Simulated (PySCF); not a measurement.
A geometry optimisation, step by step.

Species: C2H8Si2.
SMILES with atom numbers: `[CH2:1]1[SiH2:2][CH2:3][SiH2:4]1` (hydrogens: H5, H6 on C1; H7, H8 on Si2; H9, H10 on C3; H11, H12 on Si4)

Computed by this run: PBE0-D3(BJ)/def2-SVP geometry optimisation, gas phase in PySCF; density fitting, grid level 1; the optimiser is geomeTRIC in internal coordinates, started from a GFN2-xTB structure. The frame can shift and turn from step to step; on so coarse a grid that alone can change the energy by a few meV, and forces under 0.02 eV/Å are noise.

Step 0: E = -17943.9372 eV, largest atomic force 1.728 eV/Å
```
atom  x, y, z in Å  |  force x, y, z in eV/Å
C1      0.255    0.384    1.241   -0.021  -0.008  -0.032
Si2     1.346   -0.260   -0.200   -1.670   0.325   0.255
C3     -0.254   -0.378   -1.252    0.019   0.005   0.036
Si4    -1.346    0.258    0.192    1.679  -0.319  -0.251
H5      0.493    1.389    1.580    0.131   0.512   0.153
H6      0.263   -0.245    2.128    0.004  -0.330   0.445
H7      2.342    0.696   -0.693    0.379   0.365  -0.192
H8      1.993   -1.548    0.061    0.265  -0.495   0.098
H9     -0.262    0.257   -2.134   -0.002   0.334  -0.447
H10    -0.494   -1.381   -1.595   -0.124  -0.510  -0.166
H11    -2.009    1.539   -0.067   -0.269   0.487  -0.091
H12    -2.325   -0.712    0.688   -0.392  -0.368   0.192
```

Step 1: E = -17944.0764 eV, largest atomic force 0.162 eV/Å
```
atom  x, y, z in Å  |  force x, y, z in eV/Å
C1      0.262    0.396    1.280    0.021   0.045   0.154
Si2     1.294   -0.249   -0.191   -0.144   0.021   0.029
C3     -0.260   -0.390   -1.291   -0.025  -0.045  -0.151
Si4    -1.294    0.247    0.183    0.151  -0.028  -0.026
H5      0.503    1.417    1.619   -0.015  -0.035  -0.097
H6      0.269   -0.246    2.178   -0.018  -0.022  -0.096
H7      2.313    0.725   -0.694   -0.004  -0.013   0.004
H8      1.963   -1.562    0.074    0.008   0.020  -0.007
H9     -0.267    0.258   -2.184    0.019   0.023   0.097
H10    -0.503   -1.409   -1.636    0.018   0.035   0.092
H11    -1.977    1.553   -0.078   -0.009  -0.018   0.009
H12    -2.299   -0.741    0.689   -0.001   0.018  -0.006
```

Step 2: E = -17944.0794 eV, largest atomic force 0.100 eV/Å
```
atom  x, y, z in Å  |  force x, y, z in eV/Å
C1      0.261    0.396    1.282    0.013   0.026   0.095
Si2     1.287   -0.247   -0.189    0.005  -0.005   0.003
C3     -0.260   -0.391   -1.292   -0.016  -0.028  -0.092
Si4    -1.288    0.244    0.181    0.000   0.002  -0.003
H5      0.501    1.419    1.613   -0.004  -0.004  -0.046
H6      0.267   -0.249    2.174   -0.010  -0.018  -0.037
H7      2.306    0.727   -0.692   -0.001  -0.004   0.002
H8      1.960   -1.558    0.076    0.006   0.009  -0.004
H9     -0.264    0.261   -2.180    0.011   0.020   0.038
H10    -0.501   -1.410   -1.631    0.005   0.005   0.043
H11    -1.974    1.548   -0.079   -0.007  -0.009   0.004
H12    -2.294   -0.742    0.686   -0.001   0.007  -0.003
```

Step 3: E = -17944.0799 eV, largest atomic force 0.022 eV/Å
```
atom  x, y, z in Å  |  force x, y, z in eV/Å
C1      0.260    0.397    1.283    0.001   0.004   0.021
Si2     1.287   -0.246   -0.188    0.019  -0.006  -0.002
C3     -0.258   -0.392   -1.294   -0.003  -0.006  -0.020
Si4    -1.287    0.242    0.180   -0.017   0.006   0.001
H5      0.499    1.421    1.608    0.001   0.006  -0.009
H6      0.265   -0.252    2.172   -0.003  -0.007  -0.001
H7      2.304    0.729   -0.691   -0.001   0.002   0.001
H8      1.963   -1.554    0.076    0.003   0.003  -0.001
H9     -0.262    0.264   -2.177    0.004   0.008   0.002
H10    -0.499   -1.412   -1.627   -0.001  -0.006   0.006
H11    -1.976    1.545   -0.079   -0.003  -0.003   0.001
H12    -2.293   -0.743    0.684    0.000  -0.001  -0.001
```

Step 4: E = -17944.0800 eV, largest atomic force under 0.02 eV/Å
```
atom  x, y, z in Å  |  force x, y, z in eV/Å
C1      0.258    0.397    1.284   -0.002  -0.003  -0.001
Si2     1.288   -0.245   -0.187    0.005  -0.003   0.000
C3     -0.257   -0.392   -1.294    0.001   0.000   0.002
Si4    -1.288    0.241    0.180   -0.004   0.003   0.000
H5      0.497    1.422    1.607    0.001   0.002   0.000
H6      0.264   -0.252    2.173   -0.001   0.001   0.003
H7      2.304    0.732   -0.689   -0.001   0.003   0.000
H8      1.966   -1.552    0.077    0.002   0.001   0.000
H9     -0.260    0.265   -2.177    0.002   0.000  -0.003
H10    -0.497   -1.414   -1.627   -0.001  -0.002  -0.002
H11    -1.979    1.542   -0.080   -0.002  -0.001   0.000
H12    -2.293   -0.746    0.683    0.001  -0.003   0.000
```

Q: Summarise the path.

A: The energy falls by 0.1428 eV from step 0 to step 4; nine tenths of that is first reached at step 1. It falls at every step. The largest force goes from 1.728 to under 0.02 eV/Å. Among the bonds Si4–H12 changes most (a near tie, within 0.001 Å, with another), from 1.465 to 1.496 Å; the atoms move by 0.046 Å rms after alignment.

Q: Follow the three bonds and two angles with the largest change from start to end.

A: 
```json
{"step": "0", "E above end (eV)": "0.1428", "largest force (eV/Å)": "1.728", "Si4–H12 (Å)": "1.465", "Si2–H8 (Å)": "1.465", "Si4–H11 (Å)": "1.465", "Si2–C3–Si4 (°)": "92.4", "C1–Si2–C3 (°)": "87.6"}
{"step": "1", "E above end (eV)": "0.0036", "largest force (eV/Å)": "0.162", "Si4–H12 (Å)": "1.497", "Si2–H8 (Å)": "1.497", "Si4–H11 (Å)": "1.497", "Si2–C3–Si4 (°)": "88.4", "C1–Si2–C3 (°)": "91.6"}
{"step": "2", "E above end (eV)": "0.0006", "largest force (eV/Å)": "0.100", "Si4–H12 (Å)": "1.496", "Si2–H8 (Å)": "1.497", "Si4–H11 (Å)": "1.497", "Si2–C3–Si4 (°)": "88.0", "C1–Si2–C3 (°)": "92.0"}
{"step": "3", "E above end (eV)": "0.0000", "largest force (eV/Å)": "0.022", "Si4–H12 (Å)": "1.496", "Si2–H8 (Å)": "1.496", "Si4–H11 (Å)": "1.496", "Si2–C3–Si4 (°)": "87.9", "C1–Si2–C3 (°)": "92.1"}
{"step": "4", "E above end (eV)": "0.0000", "largest force (eV/Å)": "under 0.02", "Si4–H12 (Å)": "1.496", "Si2–H8 (Å)": "1.496", "Si4–H11 (Å)": "1.496", "Si2–C3–Si4 (°)": "87.9", "C1–Si2–C3 (°)": "92.1"}
```

What follows is the cost of the whole optimisation. Time: 17 s of wall time; peak memory 0.43 GiB. Hardware: Arm Neoverse V1, one thread, no GPU, shared host with 32 logical CPUs at a one-minute load of 20.
